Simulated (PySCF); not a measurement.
Geometries of 2 isomers of C4H8OSi2, from PySCF, PBE0-D3(BJ)/def2-SVP geometry optimisation, gas phase. One conformer each, no zero-point energy, no frequencies.

Question: Which is lower in electronic energy at this level?
A.
```xyz
15
angstrom
O     -2.439    1.501   -0.262
Si    -1.377    0.299   -0.733
C     -1.137   -0.966    0.626
C      0.046   -1.323    1.163
Si     1.705   -0.626    0.643
C      1.473    0.669   -0.691
C      0.283    1.015   -1.220
H     -2.161    2.033    0.490
H     -2.048   -0.318   -1.910
H     -2.047   -1.446    1.018
H      0.050   -2.079    1.963
H      2.592   -1.724    0.143
H      2.398   -0.022    1.826
H      2.377    1.173   -1.064
H      0.273    1.792   -2.001
```
B.
```xyz
15
angstrom
C      0.585    1.305    3.330
C      0.553    0.575    2.356
Si     0.434   -0.545    0.910
C     -1.183   -0.304   -0.046
C     -0.855   -0.461   -1.548
Si     0.913    0.180   -1.794
O      1.550   -0.125   -0.267
H      0.622    1.957    4.185
H      0.683   -1.938    1.376
H     -1.530    0.721    0.168
H     -1.987   -0.982    0.283
H     -1.598    0.040   -2.190
H     -0.863   -1.528   -1.832
H      1.681   -0.564   -2.834
H      0.973    1.642   -2.097
```

Answer: B. That is `C#C[Si@H]1CC[SiH2]O1`, 8.2 kcal/mol below the other.

| SMILES | atoms numbered as above | E (Eh) | relative (kcal/mol) | relative (kJ/mol) | dipole (D) |
| --- | --- | --- | --- | --- | --- |
| C#C[Si@H]1CC[SiH2]O1 | [CH:1]#[C:2][Si@H:3]1[CH2:4][CH2:5][SiH2:6][O:7]1 | -810.61699 | 0.0 | 0.0 | 1.85 |
| O[SiH]1C=C[SiH2]C=C1 | [OH:1][SiH:2]1[CH:3]=[CH:4][SiH2:5][CH:6]=[CH:7]1 | -810.60400 | 8.2 | 34.1 | 1.43 |

As drawn, the lower has a C≡C bond, which the higher lacks; the higher has an O–H bond and a C=C bond outside aromatic rings, which the lower lacks.
